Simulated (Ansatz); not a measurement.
Cost and result up the ladder for the cluster Ag₂Se (3 atoms). The state is a singlet with charge 0. Geometry: r2SCAN-D4/def2-TZVP.

```xyz
3

Ag   -0.607    1.339    0.579
Ag   -0.259   -0.789   -1.345
Se    0.867   -0.550    0.765
```

Ansatz on 4 threads of Arm Neoverse V2 on a shared host. Times are rough, and most runs start from the orbitals of an earlier one. ωB97M-V/def2-TZVP serves as the yardstick here, not as an exact answer. Differences are given only for rows in sets of like size (and for xTB, whose basis is part of the method), since another set adds its own error. Binding counts from free atoms at the same level (Ag doublet, Se triplet; other spins of the atoms weren't run), without zero-point energy or a counterpoise term.

In the def2 sets Ag takes a core potential; there is no spin–orbit coupling. Correlated methods freeze 9 core orbitals; core or outer-core shells of Ag, Se are correlated, in sets that lack core-valence functions. The structure comes from a short search, and lower isomers may exist.

Correlated methods converge slowly with the basis.

```
                          level  functions  binding energy per atom (eV)  difference from ωB97M-V/def2-TZVP (eV)                         remarks
                   HF/def2-TZVP        128                          0.58                                   -0.95                               –
                PBE-D4/def2-SVP         94                          1.61                                       –                               –
            r2SCAN-D4/def2-TZVP        128                          1.59                                    0.07                               –
              RPA@PBE/def2-TZVP        128                          1.35                                   -0.17                               –
               PBE0-D4/def2-SVP         94                          1.48                                       –                               –
               B2PLYP/def2-TZVP        128                          1.44                                   -0.08  test for broken spin undecided
              PBE-D4/def2-TZVPD        137                          1.61                                    0.09                               –
             CCSD(T)/def2-TZVPP        160                          1.45                                   -0.08                               –
              BLYP-D4/def2-TZVP        128                          1.49                                   -0.04                               –
              ωB97M-V/def2-TZVP        128                          1.52                                    0.00                               –
PBE0-D4/def2-TZVP (with forces)        128                          1.49                                   -0.04                               –
                  MP2/def2-TZVP        128                          1.58                                    0.06                               –
           r2SCAN-D4/def2-TZVPD        137                          1.59                                    0.07                               –
           r2SCAN0-D4/def2-TZVP        128                          1.47                                   -0.06                               –
```

(1) Estimate how long each takes.

Results:

(1) PBE-D4/def2-SVP 0.8 s; HF/def2-TZVP 1.1 s; MP2/def2-TZVP 1.1 s; BLYP-D4/def2-TZVP 1.2 s; PBE-D4/def2-TZVPD 1.3 s; PBE0-D4/def2-SVP 1.4 s; RPA@PBE/def2-TZVP 2.6 s; r2SCAN-D4/def2-TZVPD 2.8 s; r2SCAN-D4/def2-TZVP 2.9 s; B2PLYP/def2-TZVP 2.9 s; PBE0-D4/def2-TZVP (with forces) 3 s; r2SCAN0-D4/def2-TZVP 3.1 s; ωB97M-V/def2-TZVP 5.5 s; CCSD(T)/def2-TZVPP 30 s. On shared hardware such times vary by a factor of up to 3.
